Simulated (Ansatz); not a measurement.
Basis-set extrapolation for `OC[SiH2]CCl` (PBE0-D4/def2-TZVP geometry, frozen core, Ansatz). Multiplicity 1, RHF reference.

```json
{"": "HF", "def2-TZVPP": "-903.181398", "def2-QZVPP": "-903.210550"}
{"": "MP2 correlation", "def2-TZVPP": "-0.904858", "def2-QZVPP": "-0.976010"}
{"": "CCSD(T) correlation", "def2-TZVPP": "-0.999210", "def2-QZVPP": "not run"}
```

Energies in hartree. Use E(X) = E(∞) + A·exp(−7.88·√X) for Hartree–Fock and E(X) = E(∞) + B·X^(−2.97) for correlation, with X = 3 and 4, and add CCSD(T) minus MP2 of the smaller set to the MP2 limit.

Task: What is the CCSD(T) energy at the basis-set limit?

Result: HF limit: -903.210550 + (-0.029152) × 0.13774 = -903.21457. MP2 limit: -0.976010 + (-0.071152) × 0.74074 = -1.02872. Higher-order term: -0.999210 − (-0.904858) = -0.09435. Total: -904.33764 hartree, 4.27 eV below CCSD(T)/def2-TZVPP.
